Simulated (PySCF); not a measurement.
Compound: C4H7BO2S2Si.
SMILES with atom numbers: `[OH:1][B:2]([OH:3])[c:4]1[cH:5][cH:6][c:7]([S:8][SiH3:9])[s:10]1`

Cartesian coordinates in Å at the PBE0-D3(BJ)/def2-SVP level; atoms count from 1:
```xyz
17
C4H7BO2S2Si angstrom
O     -3.2348    2.3091   -0.2220
B     -3.1285    0.9601   -0.0457
O     -4.2252    0.1892   -0.2588
C     -1.8146    0.2396    0.3925
C     -1.6387   -1.1067    0.6446
C     -0.3240   -1.4484    1.0432
C      0.5130   -0.3538    1.0939
S      2.2082   -0.3083    1.5764
Si     3.0491   -0.6229   -0.3871
S     -0.3329    1.0860    0.6553
H     -2.4285    2.8011   -0.0426
H     -4.9857    0.7225   -0.5155
H     -2.4552   -1.8232    0.5408
H      0.0158   -2.4552    1.2889
H      2.6271   -1.9465   -0.9304
H      4.5296   -0.5860   -0.2048
H      2.6100    0.4592   -1.3155
```

NICS is the negative of the GIAO shielding at a point without a nucleus: at the ring centre (0) and 1 Å above and below it (1); zz is the component along the ring normal. Level: GIAO PBE0/pcSseg-1 (PySCF, non-relativistic, gas phase) on the PBE0-D3(BJ)/def2-SVP geometry, one conformer.

Ring bond lengths (Å), with Mayer bond orders in brackets: C4–C5 1.381 (1.57), C5–C6 1.416 (1.30), C6–C7 1.379 (1.46), C7–S10 1.727 (1.15), S10–C4 1.727 (1.15).

Task: What do the NICS probes read (ppm)?

Result: 
```tsv
ring	type	NICS(0)	NICS(1), two faces	NICS(1)zz, two faces	rms pucker (Å)	centre to ring atoms, mean (Å)
C4–C5–C6–C7–S10	5-membered ring with S; formal bonds all aromatic	-11.8	-11.0 / -11.0	-24.8 / -25.3	0.00	1.29
```

Task: What can be read from them?

Result: 
- C4–C5–C6–C7–S10: mean NICS(1)zz -25.1 ppm, shielded. For a flat ring without four-coordinate atoms the NICS criterion counts such a value as aromatic.

Task: How equal are the bonds by HOMA? HOMA = 1 − mean of α(R − Ropt)² over the ring bonds, with Krygowski's 1993 parameters (CC: Ropt 1.388 Å, α 257.7 Å⁻²; CS: Ropt 1.677 Å, α 94.09 Å⁻²).

Result: 
- C4–C5–C6–C7–S10: HOMA 0.86; the largest term is that of S10–C4, α(R − Ropt)² = 0.23. The geometric and the magnetic index point the same way.

Task: At the first NICS(1) probe listed for ring C4–C5–C6–C7–S10, 1 Å off the ring, how large is the induced field along the normal in 7.05 T applied along it?

Result: NICSzz × B0 = -24.8 ppm × 7.05 T = -175 μT, against the applied field.

Task: What are the shieldings of the ring atoms and their hydrogens in the same run (means over atoms taken as equivalent)?

Result: 
| atoms | environment | σ isotropic (ppm) | principal values of the symmetric part, first atom (ppm) |
| --- | --- | --- | --- |
| C4 | substituted aromatic carbon | 37.9 | -30.6, 12.3, 132.2 |
| C5 | aromatic CH carbon | 40.2 | -46.3, 22.8, 144.2 |
| C6 | aromatic CH carbon | 40.9 | -42.4, 35.3, 129.7 |
| C7 | substituted aromatic carbon | 37.5 | -41.1, 45.9, 107.8 |
| S10 | thiophene-type sulfur | 230.6 | 75.9, 241.4, 374.6 |
| H13 | aromatic hydrogen | 23.47 | 19.7, 24.0, 26.7 |
| H14 | aromatic hydrogen | 23.90 | 20.7, 22.8, 28.2 |

Task: How do the values depend on the level or the medium?

Result: 
| level | NICS(0), C4–C5–C6–C7–S10 | mean NICS(1)zz, C4–C5–C6–C7–S10 |
| --- | --- | --- |
| PBE0/pcSseg-1, gas | -11.8 | -25.1 |
| wB97X-D/pcSseg-1, gas | -11.5 | -24.9 |
| PBE0/pcSseg-1, IEF-PCM acetonitrile | -11.7 | -25.2 |
| PBE0/pcSseg-1, IEF-PCM benzene | -11.8 | -25.1 |

The geometry is the same throughout; the continuum's cavity takes Bondi-type radii × 1.2.
